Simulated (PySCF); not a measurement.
## Spinor energies of Xe⁴⁹⁺ (xenon, charge +49)

Start: [He] 2s2 2p1; 2p1/2 filled at m_j = +1/2. Calculated with PySCF 2.14 in an even-tempered Gaussian basis (17 s from 28 bohr⁻², ratio 2.4; 12 p from 37 bohr⁻², ratio 2.4; 5 d from 120 bohr⁻², ratio 2.6; 4 f from 180 bohr⁻², ratio 2.6): generalised Hartree-Fock with the X2C-1e Hamiltonian and a Gaussian nucleus; one run each with spin-orbit coupling (SO) switched off, then screened by Boettger's factors.

```tsv
spinor shell	electrons	ε, spin-free (eV)	ε, screened SO (eV)	weight of nominal j (screened SO)	rms radius, screened SO (bohr)
1s1/2	2	-39388.6	-39376.8	1.000	0.0303
2s1/2	2	-9371.8	-9368.2	1.000	0.118
2p1/2	1	-8999.2	-9251.9	1.000	0.1000
```

```csv
quantity,spin-free,screened SO
E (hartree),-4045.82958,-4055.11522
M_J,1/2,1/2
⟨J²⟩,1.110,0.750
⟨L²⟩,2.000,2.000
⟨S²⟩,0.750,0.750
```

Each row is a mean over spinors that exchange with the open shell spreads, by up to 14.611 eV (2s1/2).

Breit and QED terms are absent; they matter most for the inner s and p1/2 levels.

Densities and radii are taken from the X2C orbitals without a picture-change correction, which distorts them close to the nucleus.

Without spin-orbit coupling the j labels of p, d and f shells carry no meaning; the spin-free column gives the mean over the occupied spinors of each nl shell, and its ⟨J²⟩ belongs to a mixture of degenerate components.
